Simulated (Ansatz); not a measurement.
Mulliken charges of `O=CC(F)(F)Br` from B3LYP/def2-TZVPP in Ansatz (PBE0-D4/def2-TZVP geometry).

| atom | x (Å) | y (Å) | z (Å) | charge (e) |
| --- | --- | --- | --- | --- |
| O1 | 0.106 | -1.875 | 0.302 | -0.197 |
| C2 | -0.398 | -0.858 | -0.054 | 0.061 |
| C3 | 0.363 | 0.470 | -0.090 | 0.400 |
| F4 | 1.664 | 0.313 | 0.068 | -0.134 |
| F5 | 0.139 | 1.092 | -1.252 | -0.156 |
| Br6 | -0.363 | 1.551 | 1.360 | -0.068 |
| H7 | -1.451 | -0.761 | -0.381 | 0.095 |

Problem. By hand: the dipole of these point charges (1 e Å = 4.8032 D).

Solution. Σ q r = (-0.258, 0.115, -0.041) e Å, of length 0.285 e Å = 1.37 D.

Problem. How does the dipole of the full density compare? (Estimate.)

Solution. Ansatz gave: (-0.304, 0.182, -0.083) e Å, 1.75 D; the point charges give 0.78 times that, at 8° from its direction.

Point charges leave out the atoms' own dipoles, such as those of lone pairs, and Mulliken's split depends on the basis, so the two needn't agree.

B3LYP here is the variant with VWN-RPA as its local correlation; programs differ in this.
